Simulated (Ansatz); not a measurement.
Reaction (formal exchange of groups at a Te–Si bond): `B[Te][SiH2]N` + CH₄ → `B[Te]C` + `N[SiH3]`

Computed with Ansatz on PBE0-D4/def2-TZVP structures; ΔE is electronic, products minus reactants. CCSD(T)/CBS adds triple-zeta CCSD(T) − MP2 to the extrapolated MP2 energy (def2 sets, frozen cores). This one scheme is used for every species. DFT in def2-TZVPP. B3LYP here is the variant with VWN-RPA as its local correlation; programs differ in this. HSE06 is defined as in plane-wave codes. Elements past krypton have def2 core potentials. For Te outer-core shells are correlated without core-valence functions, which leaves a few kJ/mol of doubt a bond. One conformer a species, not always the lowest.

| level | ΔE (kcal/mol) | difference from CCSD(T)/CBS |
| --- | --- | --- |
| BLYP-D4 | 24.0 | 0.4 |
| B3LYP-D4 | 24.5 | 0.9 |
| r2SCANh-D4 | 25.7 | 2.1 |
| r2SCAN0-D4 | 25.9 | 2.3 |
| CAM-B3LYP-D4 | 23.6 | 0.0 |
| ωB97M-V | 24.0 | 0.4 |
| B2PLYP | 23.4 | -0.2 |
| PBE | 24.4 | 0.8 |
| HSE06 | 24.8 | 1.2 |
| BHLYP | 23.2 | -0.4 |
| RPA@PBE/def2-TZVPP | 21.0 | -2.6 |
| CCSD/def2-SVP | 25.2 | 1.6 |
| CCSD/def2-TZVPP | 22.8 | -0.8 |
| HF/def2-QZVPP | 22.5 | -1.1 |
| MP2/def2-QZVPP | 24.7 | 1.1 |
| SCS-MP2/def2-QZVPP | 23.2 | -0.4 |
| CCSD(T)/CBS | 23.6 | 0 |

Largest T1 diagnostic among the species: 0.015.

At CCSD(T), def2-SVP lies +1.8 kcal/mol from the extrapolated value and def2-TZVPP −0.6 kcal/mol. Leaving LDA and LC-ωPBE aside and taking each functional with its dispersion term where it has one, the values spread over 2.5 kcal/mol, from B2PLYP to r2SCAN0-D4. LDA lies +0.9 kcal/mol from PBE without D4.
